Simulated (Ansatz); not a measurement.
Stepwise reaction of `[OH][Mo]([OH])([F])([F])=[S]` with water, as a gas-phase model of exchange steps in deposition or etching. ΔE in kJ/mol; ΔG adds harmonic PBE0-D4 terms to CCSD(T)/CBS, at 1 bar.

Computed with Ansatz on PBE0-D4/def2-TZVP structures; ΔE is electronic, products minus reactants. CCSD(T)/CBS adds triple-zeta CCSD(T) − MP2 to the extrapolated MP2 energy (def2 sets, frozen cores). This one scheme is used for every species. Functionals use def2-TZVPP. B3LYP here is the variant with VWN-RPA as its local correlation; programs differ in this. def2 core potentials past Kr. For Mo outer-core shells are correlated without core-valence functions, which leaves a few kJ/mol of doubt a bond. One conformer a species, not always the lowest.

```
step                                                                        reaction  PBE-D4  B3LYP-D4  ωB97M-V  CCSD(T)/CBS  ΔG(600 K)
   1    `[OH][Mo]([OH])([F])([F])=[S]` + H₂O → `[OH][Mo]([OH])([OH])([F])=[S]` + H–F    27.8      26.7     27.9         19.7       21.2
   2  `[OH][Mo]([OH])([OH])([F])=[S]` + H₂O → `[OH][Mo]([OH])([OH])([OH])=[S]` + H–F    79.5      84.1     84.7         61.7       67.4
```

(1) By hand: ΔE of the 2 steps together at CCSD(T)/CBS.

Answers

(1) (19.7) + (61.7) = 81.4 kJ/mol, or 40.7 kJ/mol a step.

In ΔE each step is higher than the one before. All are uphill at CCSD(T)/CBS. ΔG lies between 21.2 and 67.4 kJ/mol a step. PBE-D4 differs from CCSD(T)/CBS by 8.1 to 17.8 kJ/mol a step. Only this route is followed, and other bonds may react first. Isolated molecules leave out the surface, adducts and barriers. Largest T1 diagnostic: 0.025.
